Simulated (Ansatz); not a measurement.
## Worked example: SiH2(SiH3)Br + C2H6OSi → SiH2(OH)(SiH3) + C2H5BrSi

Species: SiH2(SiH3)Br, singlet; C2H6OSi `C=C[SiH2]O`, singlet; SiH2(OH)(SiH3) (disilanol), singlet; C2H5BrSi `C=C[SiH2]Br`, singlet. The partners trade Br for OH; both sit on Si, so the bond types are kept.

Shapes, held fixed at every level: PBE0-D4/def2-TZVP. Flexible molecules stand in one conformer, not always the lowest. Programs: Ansatz 0.2.0. The zero-point and thermal change to 298 K, harmonic and unscaled (PBE0-D4/def2-TZVP), is 0.0 kJ/mol.

At CCSD(T)/def2-TZVPP; 1 Eh = 2625.50 kJ/mol:

| species | energy (Eh) |
| --- | --- |
| SiH2(SiH3)Br | -3153.851061 |
| C2H6OSi | -443.885050 |
| SiH2(OH)(SiH3) | -656.874902 |
| C2H5BrSi | -2940.858206 |

Task: Work out ΔH(298 K) of the reaction at this level.

Result: 
1. Products less reactants: (-656.874902) + (-2940.858206) − [(-3153.851061) + (-443.885050)] = 0.003003 Eh = +7.9 kJ/mol.
2. With the thermal change: +7.9 + (0.0) = +7.9 kJ/mol.

Other levels give +6.3 (PBE-D4/def2-TZVPP) to +10.7 kJ/mol (CCSD/def2-SVP). No measured value is set beside it here. Relativity is left out for Br unless named. Correlated rows may include outer-core shells of Br, which these sets cover unevenly.
